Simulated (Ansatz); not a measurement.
Reaction (ligand exchange at the Al–C bond): `C=C[CH2][Al]([F])[Cl]` + H₂Se → `[F][Al]([Cl])[SeH]` + propene

Program: Ansatz. Geometries: PBE0-D4/def2-TZVP. ΔE: electronic, gas phase. CCSD(T)/CBS is the MP2 limit (def2-TZVPP, def2-QZVPP) plus CCSD(T) − MP2 in def2-TZVPP, frozen cores. DFT in def2-TZVPP. B3LYP here is the variant with VWN-RPA as its local correlation; programs differ in this. HSE06 is defined as in plane-wave codes. For Se outer-core shells are correlated without core-valence functions, which leaves a few kJ/mol of doubt a bond. Scalar relativity is left out up to krypton. Each species was taken in one conformer, which may not be the lowest.

```json
{"level": "LDA (SPW92)", "ΔE (kJ/mol)": "-96.4", "difference from CCSD(T)/CBS": "20.7"}
{"level": "PBE-D4", "ΔE (kJ/mol)": "-107.0", "difference from CCSD(T)/CBS": "10.1"}
{"level": "revPBE-D4", "ΔE (kJ/mol)": "-107.7", "difference from CCSD(T)/CBS": "9.4"}
{"level": "BLYP-D4", "ΔE (kJ/mol)": "-113.7", "difference from CCSD(T)/CBS": "3.4"}
{"level": "r2SCAN-D4", "ΔE (kJ/mol)": "-107.3", "difference from CCSD(T)/CBS": "9.8"}
{"level": "B97M-V", "ΔE (kJ/mol)": "-109.5", "difference from CCSD(T)/CBS": "7.6"}
{"level": "PBE0-D4", "ΔE (kJ/mol)": "-110.0", "difference from CCSD(T)/CBS": "7.1"}
{"level": "B3LYP-D4", "ΔE (kJ/mol)": "-115.7", "difference from CCSD(T)/CBS": "1.4"}
{"level": "r2SCANh-D4", "ΔE (kJ/mol)": "-108.5", "difference from CCSD(T)/CBS": "8.6"}
{"level": "r2SCAN0-D4", "ΔE (kJ/mol)": "-110.2", "difference from CCSD(T)/CBS": "6.9"}
{"level": "BHLYP-D4", "ΔE (kJ/mol)": "-120.8", "difference from CCSD(T)/CBS": "-3.7"}
{"level": "CAM-B3LYP-D4", "ΔE (kJ/mol)": "-114.5", "difference from CCSD(T)/CBS": "2.6"}
{"level": "ωB97X-V", "ΔE (kJ/mol)": "-110.7", "difference from CCSD(T)/CBS": "6.4"}
{"level": "ωB97M-V", "ΔE (kJ/mol)": "-108.3", "difference from CCSD(T)/CBS": "8.8"}
{"level": "B2PLYP", "ΔE (kJ/mol)": "-119.1", "difference from CCSD(T)/CBS": "-2.0"}
{"level": "PBE-QIDH", "ΔE (kJ/mol)": "-113.8", "difference from CCSD(T)/CBS": "3.3"}
{"level": "PBE", "ΔE (kJ/mol)": "-110.6", "difference from CCSD(T)/CBS": "6.5"}
{"level": "revPBE", "ΔE (kJ/mol)": "-115.6", "difference from CCSD(T)/CBS": "1.5"}
{"level": "BLYP", "ΔE (kJ/mol)": "-120.7", "difference from CCSD(T)/CBS": "-3.6"}
{"level": "r2SCAN", "ΔE (kJ/mol)": "-108.6", "difference from CCSD(T)/CBS": "8.5"}
{"level": "PBE0", "ΔE (kJ/mol)": "-113.2", "difference from CCSD(T)/CBS": "3.9"}
{"level": "B3LYP", "ΔE (kJ/mol)": "-121.1", "difference from CCSD(T)/CBS": "-4.0"}
{"level": "r2SCANh", "ΔE (kJ/mol)": "-109.8", "difference from CCSD(T)/CBS": "7.3"}
{"level": "r2SCAN0", "ΔE (kJ/mol)": "-111.7", "difference from CCSD(T)/CBS": "5.4"}
{"level": "HSE06", "ΔE (kJ/mol)": "-113.2", "difference from CCSD(T)/CBS": "3.9"}
{"level": "BHLYP", "ΔE (kJ/mol)": "-124.1", "difference from CCSD(T)/CBS": "-7.0"}
{"level": "CAM-B3LYP", "ΔE (kJ/mol)": "-117.8", "difference from CCSD(T)/CBS": "-0.7"}
{"level": "LC-ωPBE", "ΔE (kJ/mol)": "-111.2", "difference from CCSD(T)/CBS": "5.9"}
{"level": "HF/def2-SVP", "ΔE (kJ/mol)": "-132.4", "difference from CCSD(T)/CBS": "-15.3"}
{"level": "MP2/def2-SVP", "ΔE (kJ/mol)": "-113.9", "difference from CCSD(T)/CBS": "3.2"}
{"level": "CCSD/def2-SVP", "ΔE (kJ/mol)": "-117.6", "difference from CCSD(T)/CBS": "-0.5"}
{"level": "CCSD(T)/def2-SVP", "ΔE (kJ/mol)": "-114.5", "difference from CCSD(T)/CBS": "2.6"}
{"level": "HF/def2-TZVPP", "ΔE (kJ/mol)": "-136.2", "difference from CCSD(T)/CBS": "-19.1"}
{"level": "MP2/def2-TZVPP", "ΔE (kJ/mol)": "-114.0", "difference from CCSD(T)/CBS": "3.1"}
{"level": "SCS-MP2/def2-TZVPP", "ΔE (kJ/mol)": "-117.3", "difference from CCSD(T)/CBS": "-0.2"}
{"level": "CCSD/def2-TZVPP", "ΔE (kJ/mol)": "-117.2", "difference from CCSD(T)/CBS": "-0.1"}
{"level": "HF/def2-QZVPP", "ΔE (kJ/mol)": "-136.0", "difference from CCSD(T)/CBS": "-18.9"}
{"level": "SCS-MP2/def2-QZVPP", "ΔE (kJ/mol)": "-119.3", "difference from CCSD(T)/CBS": "-2.2"}
{"level": "HF/CBS(def2)", "ΔE (kJ/mol)": "-136.0", "difference from CCSD(T)/CBS": "-18.9"}
{"level": "CCSD/CBS(def2)", "ΔE (kJ/mol)": "-120.6", "difference from CCSD(T)/CBS": "-3.5"}
{"level": "CCSD(T)/CBS", "ΔE (kJ/mol)": "-117.1", "difference from CCSD(T)/CBS": "0"}
```

Q: What do rigid-rotor, harmonic-oscillator terms from PBE0-D4/def2-TZVP frequencies (298.15 K, 1 bar) make of the CCSD(T)/CBS value? (An estimate is asked.)

A: Computed: ΔZPE = +12.1 kJ/mol, ΔH = -106.9 kJ/mol, ΔS = 16 J/(mol·K), ΔG = -111.6 kJ/mol.

Largest T1 diagnostic among the species: 0.011.

In def2-TZVPP, CCSD(T) changes the Hartree–Fock value by +22.5 kJ/mol (the triples alone add +3.5 kJ/mol) and MP2 by +22.2 kJ/mol. From r2SCAN to r2SCAN0 (25 % exact exchange), in def2-TZVPP and without D4, ΔE moves by −3.1 kJ/mol. Leaving LDA and LC-ωPBE aside and taking each functional with its dispersion term where it has one, the values spread over 13.8 kJ/mol, from BHLYP-D4 to PBE-D4. LDA lies +14.1 kJ/mol from PBE without D4.
